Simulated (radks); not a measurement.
Results of a calculation; reference values are marked as such.
Effect of the nuclear size on the caesium ion Cs+, [Xe]. Level of theory: Dirac Kohn-Sham, exchange-only LDA, spin-unpolarised, spherical densities, finite nucleus; Fermi nuclear charge, rms radius 4.8041 fm (a radial shooting solver on a logarithmic mesh with Libxc functionals). The rms radius is varied about that value; shifts are against it.

[
 {"rms radius (fm)": "3.9153", "total energy shift (eV)": "-2.51", "density at nucleus (e/bohr^3)": "3.065e+05", "1s1/2 shift (meV)": "-1050", "2s1/2 shift (meV)": "-125", "4p1/2 shift (meV)": "0.375", "5s1/2 shift (meV)": "-0.805", "5p1/2 shift (meV)": "0.074", "5p3/2 shift (meV)": "0.086", "6s1/2 (empty) shift (meV)": "-0.099"},
 {"rms radius (fm)": "4.511", "total energy shift (eV)": "-0.875", "density at nucleus (e/bohr^3)": "2.985e+05", "1s1/2 shift (meV)": "-365", "2s1/2 shift (meV)": "-43.5", "4p1/2 shift (meV)": "0.130", "5s1/2 shift (meV)": "-0.280", "5p1/2 shift (meV)": "0.026", "5p3/2 shift (meV)": "0.030", "6s1/2 (empty) shift (meV)": "-0.034"},
 {"rms radius (fm)": "4.8041", "total energy shift (eV)": "0", "density at nucleus (e/bohr^3)": "2.95e+05", "1s1/2 shift (meV)": "0.000", "2s1/2 shift (meV)": "0.000", "4p1/2 shift (meV)": "0.000", "5s1/2 shift (meV)": "0.000", "5p1/2 shift (meV)": "0.000", "5p3/2 shift (meV)": "0.000", "6s1/2 (empty) shift (meV)": "0.000"},
 {"rms radius (fm)": "5.2076", "total energy shift (eV)": "1.28", "density at nucleus (e/bohr^3)": "2.906e+05", "1s1/2 shift (meV)": "533", "2s1/2 shift (meV)": "63.5", "4p1/2 shift (meV)": "-0.190", "5s1/2 shift (meV)": "0.409", "5p1/2 shift (meV)": "-0.038", "5p3/2 shift (meV)": "-0.043", "6s1/2 (empty) shift (meV)": "0.050"},
 {"rms radius (fm)": "5.9138", "total energy shift (eV)": "3.71", "density at nucleus (e/bohr^3)": "2.838e+05", "1s1/2 shift (meV)": "1550", "2s1/2 shift (meV)": "185", "4p1/2 shift (meV)": "-0.553", "5s1/2 shift (meV)": "1.19", "5p1/2 shift (meV)": "-0.109", "5p3/2 shift (meV)": "-0.126", "6s1/2 (empty) shift (meV)": "0.146"}
]

Slopes of the eigenvalues against <r^2> in GHz/fm^2, as finite differences over the two radii next to the reference (eigenvalue slopes, not the field-shift constants of lines): 1s1/2 32100, 2s1/2 3820, 4p1/2 -11.5, 5s1/2 24.6, 5p1/2 -2.26, 5p3/2 -2.62, 6s1/2 (empty) 3.02.
